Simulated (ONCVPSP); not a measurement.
phosphorus, ONCV: configuration errors across variants

```
Element                 : phosphorus (P)
Generator               : ONCVPSP 4.0.1
Type                    : optimised norm-conserving Vanderbilt (ONCV)
Functional              : BLYP
Relativity              : scalar-relativistic
Frozen core             : [Ne]
Valence charge          : 5
Reference configuration : 3s2 3p2.5 (charge +0.5)
Partial waves           : 3s: rc 1.40 bohr, ncon 4, nbas 7, qcut 3.8 1/bohr, 2 projectors, debl 0.8 Ha; 3p: rc 1.60 bohr, ncon 4, nbas 7, qcut 5.3 1/bohr, 2 projectors, debl 2.1 Ha
Local potential         : polynomial inside 1.10 bohr (lpopt 5, dvloc0 2 Ha)
Core correction         : Teter function, fcfact 3.5, rcfact 1.15
```

All-electron excitation energies from the reference (eV): (1) 3s2 3p3 -3.698; (2) 3s2 3p2 5.878; (3) 3s2 3p1 24.890; (4) 3s1 3p4 4.857.

1 further variants failed, have other tests or another functional or relativity, and are left out.

A true bound ghost makes a file unfit for plane-wave use even where its test errors are small: the radial tests pick states by their node count and pass the ghost by.

Errors AE − PS in meV (a dash: test not solved or not reliable):

```csv
change,(1),(2),(3),(4),bound ghosts,GHOST(+) flags above zero
base,+0.7,+0.7,+19,+1.4,none,s
s: qcut 2.3,+0.7,+0.8,+19,+1.0,none,s
"core correction Teter function, fcfact 3.5, rcfact 2.02",-3.9,-7.0,-87,-9.0,none,s
s: nproj 3,+0.7,+0.7,+19,+1.4,s,s
s: rc 2.02,+0.9,+1.2,+27,-9.1,none,s
```

(1) Give the same row for: all radii but the core radius scaled by about 1.25 (s 1.74, p 2.00 bohr); local potential polynomial inside 1.38 bohr (lpopt 5, dvloc0 2 Ha).

Answers

(1) +0.7, +0.7, +19, -1.6; bound ghosts: none; GHOST(+) flags above zero: none.
